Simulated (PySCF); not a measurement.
**Be (beryllium, neutral) across methods**

[He] 2s1 3s1, high-spin 3S determinant (an excited configuration). Calculation: PySCF 2.14, in aug-cc-pVQZ-DK; scalar relativity by spin-free X2C-1e.

| method | E (hartree) | mean ε 1s β (eV) | mean ε 2s α (eV) | mean ε 3s α (eV) | Σ⟨r²⟩ (bohr²) | ⟨S²⟩ |
| --- | --- | --- | --- | --- | --- | --- |
| PBE0 | -14.4176 | -118.40 | -11.411 | -2.099 | 68.79 | 2.000 |
| r2SCAN | -14.4324 | -115.20 | -10.544 | -1.752 | 69.48 | 2.000 |
| BP86 | -14.4374 | -112.96 | -10.389 | -1.850 | 67.68 | 2.000 |
| BLYP | -14.4370 | -113.09 | -10.186 | -1.597 | 68.25 | 2.000 |
| PBE | -14.4107 | -112.65 | -10.356 | -1.803 | 67.91 | 2.000 |
| M06 | -14.4435 | -118.52 | -10.661 | -2.070 | 63.79 | 2.000 |
| UHF | -14.37987 | -134.83 | -14.206 | -2.722 | 71.24 | 2.000 |
| LDA | -14.2262 | -111.38 | -10.229 | -1.776 | 67.82 | 2.000 |
| HSE06 | -14.4202 | -118.00 | -11.014 | -1.827 | 68.84 | 2.000 |

The outer electron is Rydberg-like, and this basis confines it to a smaller radius and binds it less than a complete one would.
